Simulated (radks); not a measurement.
The numbers below are computed, except where a source is named.
These are the eigenvalues of the occupied orbitals of an atom or ion with whole-number occupations (hartree). Level of theory: non-relativistic Kohn-Sham, exchange-only LDA, spin-polarised, spherical densities, point nucleus (a radial shooting solver on a logarithmic mesh with Libxc functionals).

| orbital | eigenvalue |
|---|---|
| 1s up | -2476.228 |
| 1s down | -2476.227 |
| 2s up | -410.5393 |
| 2s down | -410.5268 |
| 2p up | -394.1677 |
| 2p down | -394.1577 |
| 3s up | -95.52549 |
| 3s down | -95.51948 |
| 3p up | -87.86057 |
| 3p down | -87.85458 |
| 3d up | -73.52116 |
| 3d down | -73.51246 |
| 4s up | -20.39535 |
| 4s down | -20.38325 |
| 4p up | -17.15301 |
| 4p down | -17.14007 |
| 4d up | -11.21116 |
| 4d down | -11.19543 |
| 5s up | -3.81731 |
| 5s down | -3.69359 |
| 4f up | -3.36095 |
| 4f down | -3.33646 |
| 5p up | -2.83510 |
| 5p down | -2.69804 |
| 5d up | -1.33432 |

Which element is it, and in what charge state? The configuration may be excited. Open shells, if any, are filled with parallel spins first.

Answer. Z = 76, osmium, charge +3: Os3+ in [Xe] 4f14 5d5. The list shows which subshells hold electrons but not how many an open one holds; the 1s level, -2476.2 hartree, gives Z - s = 70.4 by -(Z - s)^2/2, which with screening narrows Z to a few neighbours, and the depths of the outer levels then fix element, charge and occupations together.
